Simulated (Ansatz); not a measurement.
System: ScF2, charge 0, multiplicity 2. SMILES of the parent species: [F][Sc][F]

Atoms: Sc1, F2, F3. Bonds: Sc1-F2, Sc1-F3.

Bond lengths (Å) and angles (degrees) optimised at HF/STO-3G with Ansatz (an electronic-structure program); HF/3-21G with Ansatz; HF/6-31G* with LANL2DZ past Ar with Ansatz; PBE/6-31G* with LANL2DZ past Ar with Ansatz; B3LYP/LANL2DZ with Ansatz; B3LYP/6-31G* with LANL2DZ past Ar with Ansatz, each started from the B3LYP-D3(BJ)/def2-TZVP structure (Ansatz) of the last column. A row stands for all coordinates that are equal there. 6-31G* holds six Cartesian d functions. No wavenumbers were computed at HF/STO-3G, PBE/6-31G* with LANL2DZ past Ar, B3LYP/LANL2DZ, so these may be saddle points.

```
coordinate  HF/STO-3G  HF/3-21G  HF/6-31G* with LANL2DZ past Ar  PBE/6-31G* with LANL2DZ past Ar  B3LYP/LANL2DZ  B3LYP/6-31G* with LANL2DZ past Ar  B3LYP-D3(BJ)/def2-TZVP
----------  ---------  --------  ------------------------------  -------------------------------  -------------  ---------------------------------  ----------------------
Sc1-F2          1.844     1.794                           1.827                            1.810          1.848                              1.813                   1.837
F2-Sc1-F3       136.5     114.0                           128.8                            115.3          120.4                              119.0                   120.3
```

Mean signed difference of all 2 bond lengths from B3LYP-D3(BJ)/def2-TZVP: HF/STO-3G 0.008 Å, HF/3-21G -0.042 Å, HF/6-31G* with LANL2DZ past Ar -0.010 Å, PBE/6-31G* with LANL2DZ past Ar -0.026 Å, B3LYP/LANL2DZ 0.011 Å, B3LYP/6-31G* with LANL2DZ past Ar -0.024 Å.
